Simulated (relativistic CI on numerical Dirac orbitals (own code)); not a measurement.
Computed by Dirac-Coulomb-Breit CI, KLI orbitals optimised for each configuration, model QED, unscaled Slater integrals (own radial code, finite nucleus).

The strongest absorption lines from the ground level of an ion, among the configurations computed and to levels below about 4520 eV (vacuum wavelength in nm, gf): 0.27770 (0.1), 0.29146 (0.31), 0.30260 (0.54), 0.35733 (0.32), 0.36194 (0.12), 0.37322 (1.6), 0.39038 (2), 0.42225 (0.14).

Task: Which ion is it?
A. Pd XXXV
B. Pd XXXVII
C. Zr XXXI
D. Pd XXXIX

Result: B. Pd XXXVII has 10 electrons and the ground level 2s2 2p6 1S_0; the strongest line goes to 2s2 2p5 3d 1P°_1. The pattern of lines fixes the number of electrons, and along that sequence the line energies rise steadily with the charge (about as its square where n changes within one kind of shell, about linearly where n is kept but much faster in heavy ions where fine structure, which grows about as Z⁴, sets the gap, and irregularly where shells cross), which fixes Z. Configurations outside the model, such as inner-shell arrays, can give stronger lines. At this charge energies of transitions that change n are usually good to better than 1 %, and those within a shell (Δn = 0) to a few per cent.

LS names give the leading component of a level, which can be under half, so a name can repeat, a term be missing and a line seem to break the LS rules.
